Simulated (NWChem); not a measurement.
# HS2, doublet; SMILES [S]S

All runs: NWChem. Spin-unrestricted. In the optimisation the excess spin sits in a" (Cs, its own frame). Coordinates come from a PBE-D3(BJ)/def2-SVP, spin-unrestricted optimisation. No stability test was run on the SCF state.

**Question.** Predict the results for CAM-B3LYP/def2-TZVPD. Quantities: highest occupied level (eV); lowest empty minus highest occupied level, either spin (eV); dipole (D).

**Answer.** 
```yaml
highest occupied level (eV): -8.48
lowest empty minus highest occupied level, either spin (eV): 5.76
dipole (D): 1.47
```
